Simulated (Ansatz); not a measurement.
Gas-phase electronic energies from Ansatz, PBE0-D4/def2-TZVP geometries. CBS: MP2 limit from def2 TZ/QZ plus the TZ coupled-cluster correction, frozen cores. This one scheme is used for every species. Functionals use def2-TZVPP. HSE06 is defined as in plane-wave codes. Elements past krypton have def2 core potentials. For Zr outer-core shells are correlated without core-valence functions, which leaves a few kJ/mol of doubt a bond.

`[Cl][Zr]([Cl])([Cl])[Cl]` + H–F → `[F][Zr]([Cl])([Cl])[Cl]` + HCl  (ligand exchange at a Zr–Cl bond)

`[Cl][Zr]([Cl])([Cl])[Cl]`:

Cartesian coordinates in Å:
```
Cl -0.884 0.861 -1.960
Zr 0.000 0.000 0.000
Cl -1.694 -0.959 1.255
Cl 1.588 -1.607 -0.510
Cl 0.990 1.705 1.215
```

H–F:

```xyz
2

F     0.132   -0.179   -0.403
H    -0.132    0.179    0.403
```

`[F][Zr]([Cl])([Cl])[Cl]`:

Z-matrix (Å, degrees):
```
Zr
F 1 1.877
Cl 1 2.323 2 109.1
Cl 1 2.323 2 109.1 3 120.0
Cl 1 2.323 2 109.1 3 -120.0
```

HCl:

Z-matrix (Å, degrees):
```
Cl
H 1 1.279
```

Is it downhill or uphill in electronic energy at CCSD(T)/CBS, and by how much? (Estimate.)

Computed: Downhill: ΔE = -2.5 kcal/mol.

What do these levels give: PBE-D4, r2SCAN-D4, CAM-B3LYP-D4, HSE06, BHLYP, MP2/CBS(def2)? (Estimate.)

Computed: PBE-D4 -4.9, r2SCAN-D4 -5.1, CAM-B3LYP-D4 -6.6, HSE06 -4.1, BHLYP -5.3, MP2/CBS(def2) -0.4 kcal/mol.

Largest T1 diagnostic among the species: 0.016.

At CCSD(T), def2-SVP lies −4.1 kcal/mol from the extrapolated value and def2-TZVPP −1.0 kcal/mol. From PBE to PBE0 (25 % exact exchange), in def2-TZVPP and without D4, ΔE moves by +1.5 kcal/mol.
